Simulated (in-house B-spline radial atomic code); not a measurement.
Results of a calculation; reference values are marked as such.
**Two electrons in InAs: a spherical dot of radius 20.3 nm with hard walls with an ionised donor at its centre**

For InAs the NSM archive of the Ioffe Institute lists m* = 0.023 m0 and ε = 15.15. Real donors also feel a central-cell potential, which shifts the ground state. In so narrow a gap the band flattens within tens of meV, so real spacings are smaller, by up to some tenths.

Effective-mass model with parabolic bands, a uniform dielectric constant, no image charges, no central-cell or spin-orbit terms. Two-electron levels come from full CI in B-splines with partial waves to l = 5 (up to 0.001 effective hartree above the limit).

**Question.** What are the effective units, and what is the potential in them?

**Answer.** Ha* = 27211.386 meV × 0.023/15.15² = 2.727 meV and a* = 0.0529177 nm × 15.15/0.023 = 34.86 nm. The radius is R = 0.583 a*, with −1/r added.

In these units the lowest s and p orbitals lie at 10.2206 and 26.5063, and their Coulomb and exchange integrals are J_ss = 3.1777, J_sp = 2.8263 and K_sp = 0.61. Full CI gives 23.5509 for the ground singlet, 38.9287 for the sp triplet, 40.0934 for the sp singlet and 65.4848 for the lowest triplet of two s orbitals.

**Question.** What does it cost to add the second electron, to first order and exactly?

**Answer.** To first order E = 2ε_s + J_ss = 23.6188, so the charging energy E(2) − 2E(1) is J_ss = 8.665 meV. CI gives 23.5509 − 2 × (10.2206) = 3.1098, or 8.48 meV: relaxation and correlation lower it by 0.1851 meV, 2.1 % of J_ss. The s² configuration of one-electron orbitals holds 99.8 % of the state, and the mean radius is 9.91 nm.

**Question.** How far above the singlet do the triplets lie?

**Answer.** To first order the sp triplet lies at ε_s + ε_p + J_sp − K_sp = 38.9432, which is 41.79 meV above 2ε_s + J_ss. CI gives 38.9287 − (23.5509) = 15.3779, or 41.93 meV, 94 % of the orbital spacing of 44.41 meV. The ss triplet lies 114.3 meV up, so the lower of the two is the sp one, and its gap equals k_BT at 487 K. The sp singlet-triplet splitting is 3.176 meV, against 2K_sp = 3.327 meV.
